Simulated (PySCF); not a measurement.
## NMR parameters of Mo(NH)Cl4

Mo(NH)Cl4, Cl4HMoN, point group C4v.

Bonds: Mo1-N2 1.667 Å, Mo1-Cl4 2.302 Å, Mo1-Cl5 2.303 Å, Mo1-Cl6 2.303 Å, Mo1-Cl7 2.304 Å. N2 carries H3.

GIAO calculations in PySCF 2.14.0 with density-fitted response routines on the PBE0-D3(BJ)/def2-SVP structure: isolated species, scalar relativity only through the core potential, equivalent atoms averaged; basis pcSseg-1 (def2-TZVP on Mo).

Problem. Give the isotropic shieldings (ppm) with B3LYP, PBE0.

Solution. 
| atoms | environment | B3LYP | PBE0 |
| --- | --- | --- | --- |
| Cl4/Cl5/Cl6/Cl7 | chlorine bonded to Mo | 105 | 146 |
| N2 | nitrogen bonded to Mo, H | -192.1 | -191.5 |
| H3 | hydrogen on a nitrogen bonded to Mo | 25.03 | 24.95 |
| HOMO–LUMO gap (eV) | – | 2.93 | 3.33 |

Problem. And the chemical shifts, against references computed in the same way?

Solution. 
```tsv
atoms	nucleus, reference	B3LYP	PBE0
Cl4/Cl5/Cl6/Cl7	35Cl, HCl	826	797
N2	15N, NH3	455.6	457.2
H3	1H, TMS	6.35	6.31
```

Problem. Which part of the shielding of Cl4/Cl5/Cl6/Cl7 depends on the functional?

Solution. Diamagnetic: B3LYP 1147, PBE0 1146 ppm; paramagnetic: B3LYP -1042, PBE0 -1000 ppm. The diamagnetic part, set mainly by inner electrons, hardly moves; the paramagnetic part goes with low-lying magnetically allowed excitations and carries the spread.

Mo is described by an effective core potential, so it has no shielding of its own here; spin–orbit effects on the atoms bonded to it, which can be large, are absent, and the values of these neighbours are rough. Experimental scales use liquid or dissolved standards, which lie at an offset from isolated NH3 (liquid NH3: subtract about 20 ppm). Unscaled 15N shifts of sp2 nitrogen come out 20 to 40 ppm too high even then.
